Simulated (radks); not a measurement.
Values are calculated unless marked as measured or tabulated.
Code: a radial shooting solver on a logarithmic mesh with Libxc functionals. Model: scalar-relativistic Kohn-Sham, r2SCAN, spin-polarised, spherical densities, finite nucleus; open shells are filled with parallel spins first; meta-GGA in the generalised Kohn-Sham scheme; Fermi nuclear charge, rms radius of each element as measured or else 0.836 A^(1/3) + 0.57 fm. Each species is in its NIST ground configuration. Rank O2+, Ne2+, F2+, N2+, C2+, B2+, Be2+ by mean radius of the outermost orbital (bohr), largest first.

Answer. B2+ 1.63, C2+ 1.37, N2+ 1.19, O2+ 1.05, F2+ 0.943, Ne2+ 0.839, Be2+ 0.415.
